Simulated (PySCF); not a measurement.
**Computed structure and properties of [PrCl4]−**

System: [PrCl4]− (singlet in the valence; each metal's 4f electrons, 2 of them, lie in its core potential, out of spins and levels); start: template (Td). Method: PySCF 2.14.0, RKS PBE0, Pr lcecp-1-SVP with ECP48, Cl def2-SVP; non-relativistic Hamiltonian with scalar-relativistic core potentials where named; density fitting; no spin-orbit coupling.

Input of the relaxation:

```python
mol = gto.M(atom='''
Pr    -0.00000     0.00000    -0.00000
Cl     1.55440     1.55440     1.55440
Cl    -1.55440    -1.55440     1.55440
Cl     1.55440    -1.55440    -1.55440
Cl    -1.55440     1.55440    -1.55440''',
    basis={'Pr': 'lcecp-1-SVP', 'Cl': 'def2-SVP'},
    ecp={'Pr': 'lcecp-1-SVP'},
    charge=-1, spin=0)
mf = dft.RKS(mol, xc='PBE0')
mf.grids.atom_grid = (50, 194)  # f atoms: unpruned, at least (60, 302)
mf = mf.density_fit()  # fitting sets: Pr AutoAux, Cl def2-universal-JKFIT
mf.conv_tol = 1e-08; mf.max_cycle = 55
mf.kernel(dm0)  # dm0: converged density of the start geometry
# quasi-Newton relaxation in Cartesian coordinates to a largest gradient under 0.00045 Eh/bohr, steps kept in the point group
```

Run from Python with OMP_NUM_THREADS=2; the lines above give its settings. Where DIIS fails, smearing, a level shift and second-order steps follow.
It took 18 s on 2 threads of Arm Neoverse V1, on a shared host, from the converged density of the start.

Course of the relaxation:

| step | energy above end (eV) | largest force component within the symmetry (eV/Å) |
| --- | --- | --- |
| 0 | 0.0751 | 0.342 |
| 1 | 0.0187 | 0.176 |
| 2 | 0.0001 | 0.015 |
| 3 | 0.0000 | 0.001 |

Relaxed geometry (Td):

```xyz
5

Pr    0.0000    0.0000    0.0000
Cl    1.5189    1.5189    1.5189
Cl   -1.5189   -1.5189    1.5189
Cl    1.5189   -1.5189   -1.5189
Cl   -1.5189    1.5189   -1.5189
```

| contact | Å |
| --- | --- |
| Pr1–Cl2 (Cl) | 2.631 |
| Pr1–Cl3 (Cl) | 2.631 |
| Pr1–Cl4 (Cl) | 2.631 |
| Pr1–Cl5 (Cl) | 2.631 |

On the finer grid (75, 302):

```json
{
  "HOMO": "-4.53 eV",
  "LUMO": "3.14 eV",
  "Dipole about the centre of mass": "0.00 D",
  "Set of Mulliken populations of Pr1 outside the core potential": "s 2.25, p 6.40, d 1.49, f 0.06",
  "D3(BJ) dispersion energy (not in the energies)": "-0.175 eV"
}
```

```json
{"atom": "Pr1", "Mulliken (e)": "0.80", "Löwdin (e)": "-0.30", "spin (e)": "0.00"}
{"atom": "Cl2", "Mulliken (e)": "-0.45", "Löwdin (e)": "-0.17", "spin (e)": "0.00"}
{"atom": "Cl3", "Mulliken (e)": "-0.45", "Löwdin (e)": "-0.17", "spin (e)": "0.00"}
{"atom": "Cl4", "Mulliken (e)": "-0.45", "Löwdin (e)": "-0.17", "spin (e)": "0.00"}
{"atom": "Cl5", "Mulliken (e)": "-0.45", "Löwdin (e)": "-0.17", "spin (e)": "0.00"}
```

The 4f levels lie in the core potential and are missing. Their spin isn't counted.

On the grid (50, 194), as all that follows. Harmonic modes: a minimum; lowest 67 cm⁻¹ (negative: unstable), highest 302 cm⁻¹, zero-point energy 0.097 eV.

Taking off one Cl (charge -1, singlet; the rest: singlet) in vacuum, both parts rigid, costs 4.87 eV; the small basis without counterpoise inflates it.

Rigid scan of Cl along the line from its metal:

```json
{"distance to Cl2 (Å)": "2.33", "energy (eV)": "0.605"}
{"distance to Cl2 (Å)": "2.43", "energy (eV)": "0.235"}
{"distance to Cl2 (Å)": "2.53", "energy (eV)": "0.051"}
{"distance to Cl2 (Å)": "2.63", "energy (eV)": "0.000"}
{"distance to Cl2 (Å)": "2.73", "energy (eV)": "0.040"}
{"distance to Cl2 (Å)": "2.83", "energy (eV)": "0.144"}
{"distance to Cl2 (Å)": "3.03", "energy (eV)": "0.460"}
{"distance to Cl2 (Å)": "3.33", "energy (eV)": "1.030"}
{"distance to Cl2 (Å)": "3.73", "energy (eV)": "1.754"}
{"distance to Cl2 (Å)": "4.23", "energy (eV)": "2.473"}
```

One start shape was tried, so this needn't be the lowest isomer.

An lcecp potential fixes the number of 4f electrons, so in runs with it no electron can move into or out of that shell.
